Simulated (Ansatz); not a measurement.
Consider the redistribution: `[NH2][Ga]([NH2])[SH]` + `FB[SiH2][SiH3]` → `[NH2][GaH][NH2]` + `FB(S)[SiH2][SiH3]`.

Gas-phase electronic energies from Ansatz, PBE0-D4/def2-TZVP geometries. CBS: MP2 limit from def2 TZ/QZ plus the TZ coupled-cluster correction, frozen cores. DFT in def2-TZVPP. For Ga outer-core shells are correlated without core-valence functions, which leaves a few kJ/mol of doubt a bond. Scalar relativity is left out up to krypton. One conformer a species, not always the lowest.

`[NH2][Ga]([NH2])[SH]`:

```xyz
9

N    -0.221    1.440   -0.677
Ga    0.130   -0.136    0.158
N    -1.125   -1.443    0.264
S     2.024   -0.432    1.247
H     0.520    2.076   -0.915
H    -0.993    1.529   -1.317
H    -0.901   -2.353    0.629
H    -1.908   -1.484   -0.366
H     2.474    0.804    0.979
```

`FB[SiH2][SiH3]`:

Cartesian coordinates in Å:
```
F -1.502 -2.368 0.403
B -1.249 -1.181 0.925
Si 0.576 -0.328 0.696
Si 0.466 1.102 -1.162
H -2.167 -0.638 1.483
H 1.657 -1.328 0.471
H 0.911 0.497 1.890
H -0.608 2.113 -0.962
H 1.759 1.811 -1.356
H 0.157 0.321 -2.389
```

`[NH2][GaH][NH2]`:

```xyz
8

N     0.919   -0.350   -1.232
Ga   -0.240   -0.597    0.145
N    -0.713    0.872    1.102
H     1.343    0.529   -1.471
H     1.275   -1.104   -1.792
H    -0.804   -2.003    0.486
H    -1.376    0.846    1.856
H    -0.403    1.807    0.905
```

`FB(S)[SiH2][SiH3]`:

Z-matrix (Å, degrees):
```
Si
Si 1 2.343
B 1 2.026 2 109.1
H 1 1.489 2 109.3 3 120.8
H 1 1.490 2 109.0 3 -120.3
H 2 1.488 1 109.8 3 -60.5
H 2 1.487 1 109.9 3 59.0
H 2 1.488 1 110.8 3 179.3
S 3 1.796 1 120.0 2 106.2
F 3 1.330 1 120.3 2 -71.8
H 9 1.347 3 96.9 1 -176.9
```

(1) Is it downhill or uphill in electronic energy at CCSD(T)/CBS, and by how much? (Best estimate.)

(2) What do these levels give: B97M-V, PBE0-D4, r2SCAN0-D4, ωB97M-V, BLYP, PBE0, r2SCANh, CCSD(T)/def2-SVP, MP2/def2-TZVPP, HF/def2-QZVPP, MP2/CBS(def2), CCSD/CBS(def2)? (Best estimate.)

(3) What do rigid-rotor, harmonic-oscillator terms from PBE0-D4/def2-TZVP frequencies (298.15 K, 1 bar) make of the CCSD(T)/CBS value? (An estimate is asked.)

Largest T1 diagnostic among the species: 0.015.

## Answers

(1) The calculation gave: Nearly level: ΔE = -2.5 kJ/mol.

(2) Computed: B97M-V -18.7, PBE0-D4 -8.5, r2SCAN0-D4 -6.8, ωB97M-V -7.5, BLYP -8.8, PBE0 -7.9, r2SCANh -8.9, CCSD(T)/def2-SVP -14.5, MP2/def2-TZVPP -3.0, HF/def2-QZVPP 11.1, MP2/CBS(def2) -2.7, CCSD/CBS(def2) 0.2 kJ/mol.

(3) The calculation gave: ΔZPE = -2.8 kJ/mol, ΔH = -6.0 kJ/mol, ΔS = -4 J/(mol·K), ΔG = -4.8 kJ/mol. Modes under 50 cm⁻¹ make the entropy rough.

In def2-TZVPP, CCSD(T) changes the Hartree–Fock value by −14.1 kJ/mol (the triples alone add −2.7 kJ/mol) and MP2 by −14.4 kJ/mol. Leaving LDA and LC-ωPBE aside and taking each functional with its dispersion term where it has one, the values, not all of them listed here, spread over 18.2 kJ/mol, from B97M-V to BHLYP-D4. LDA lies −11.8 kJ/mol from PBE without D4. From PBE to PBE0 (25 % exact exchange), in def2-TZVPP and without D4, ΔE moves by +5.5 kJ/mol.
